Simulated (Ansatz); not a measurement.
# Worked example: C2H3F3S + HBr → CHF3S + CH3Br

Species: C2H3F3S (methyl(trifluoromethyl) sulfide) `CSC(F)(F)F`, singlet; HBr (hydrogen bromide), singlet; CHF3S (trifluoromethanethiol) `FC(F)(F)S`, singlet; CH3Br (bromomethane) `CBr`, singlet. The partners trade CH3 for H: S–CH3 and Br–H bonds give way to S–H and Br–CH3.

Shapes, held fixed at every level: PBE0-D4/def2-TZVP. Programs: Ansatz 0.2.0. The zero-point and thermal change to 298 K, harmonic and unscaled (PBE0-D4/def2-TZVP), is +1.9 kJ/mol.

At CCSD(T)/def2-TZVPP; 1 Eh = 2625.50 kJ/mol:

| species | energy (Eh) |
| --- | --- |
| C2H3F3S | -774.832056 |
| HBr | -2573.308574 |
| CHF3S | -735.591771 |
| CH3Br | -2612.542543 |

Task: Work out ΔH(298 K) of the reaction at this level.

Result: 
1. Products less reactants: (-735.591771) + (-2612.542543) − [(-774.832056) + (-2573.308574)] = 0.006316 Eh = +16.6 kJ/mol.
2. With the thermal change: +16.6 + (+1.9) = +18.5 kJ/mol.

Other levels give +16.8 (HF/def2-SVP) to +27.1 kJ/mol (SPW92/def2-TZVPP). No measured value is set beside it here. Relativity is left out for Br. Outer-core shells of Br are correlated, in sets that cover them unevenly.
